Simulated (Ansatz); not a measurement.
Consider the silylene loss: `[SiH3][B](Cl)[GaH2]` → `Cl[BH][GaH2]` + `[SiH2]`.

Gas-phase electronic energies from Ansatz, PBE0-D4/def2-TZVP geometries. CCSD(T)/CBS is the MP2 limit (def2-TZVPP, def2-QZVPP) plus CCSD(T) − MP2 in def2-TZVPP, frozen cores. This one scheme is used for every species. Functionals use def2-TZVPP. B3LYP here is the variant with VWN-RPA as its local correlation; programs differ in this. HSE06 is defined as in plane-wave codes. For Ga outer-core shells are correlated without core-valence functions, which leaves a few kJ/mol of doubt a bond. Scalar relativity is left out up to krypton.

| level | ΔE (kcal/mol) | difference from CCSD(T)/CBS |
| --- | --- | --- |
| PBE-D4 | 56.8 | 3.3 |
| revPBE-D4 | 55.3 | 1.8 |
| BLYP-D4 | 51.1 | -2.4 |
| r2SCAN-D4 | 58.9 | 5.4 |
| B97M-V | 53.4 | -0.1 |
| PBE0-D4 | 57.6 | 4.1 |
| r2SCAN0-D4 | 58.7 | 5.2 |
| HSE06-D4 | 57.6 | 4.1 |
| BHLYP-D4 | 54.0 | 0.5 |
| ωB97X-V | 55.5 | 2.0 |
| ωB97M-V | 51.4 | -2.1 |
| B2PLYP | 51.6 | -1.9 |
| PBE | 54.6 | 1.1 |
| revPBE | 51.0 | -2.5 |
| BLYP | 46.9 | -6.6 |
| r2SCAN | 58.4 | 4.9 |
| PBE0 | 55.7 | 2.2 |
| B3LYP | 49.3 | -4.2 |
| r2SCANh | 58.2 | 4.7 |
| r2SCAN0 | 58.0 | 4.5 |
| HSE06 | 55.8 | 2.3 |
| BHLYP | 50.7 | -2.8 |
| CAM-B3LYP | 51.5 | -2.0 |
| LC-ωPBE | 57.4 | 3.9 |
| RPA@PBE/def2-TZVPP | 47.3 | -6.2 |
| HF/def2-SVP | 45.4 | -8.1 |
| MP2/def2-SVP | 53.8 | 0.3 |
| CCSD/def2-SVP | 48.8 | -4.7 |
| CCSD(T)/def2-SVP | 50.0 | -3.5 |
| HF/def2-TZVPP | 46.1 | -7.4 |
| MP2/def2-TZVPP | 55.3 | 1.8 |
| SCS-MP2/def2-TZVPP | 52.2 | -1.3 |
| CCSD/def2-TZVPP | 50.2 | -3.3 |
| CCSD(T)/def2-TZVPP | 51.7 | -1.8 |
| HF/def2-QZVPP | 46.1 | -7.4 |
| MP2/def2-QZVPP | 56.3 | 2.8 |
| SCS-MP2/def2-QZVPP | 53.3 | -0.2 |
| HF/CBS(def2) | 46.1 | -7.4 |
| MP2/CBS(def2) | 57.1 | 3.6 |
| CCSD/CBS(def2) | 52.0 | -1.5 |
| CCSD(T)/CBS | 53.5 | 0 |

Largest T1 diagnostic among the species: 0.015.

The D4 term adds +3.5 kcal/mol with B3LYP and +1.9 kcal/mol with PBE0; it sums over pairs of atoms, weighted by their polarisabilities, and B3LYP, whose exchange is more repulsive, gets the larger term. From BLYP to BHLYP (50 % exact exchange), in def2-TZVPP and without D4, ΔE moves by +3.9 kcal/mol. Leaving LDA and LC-ωPBE aside and taking each functional with its dispersion term where it has one, the values spread over 7.8 kcal/mol, from BLYP-D4 to r2SCAN-D4. LDA lies +8.2 kcal/mol from PBE without D4.

CCSD(T)/CBS has its own doubt, a few kJ/mol and more with outer-core shells, so smaller differences from it don't rank the levels.
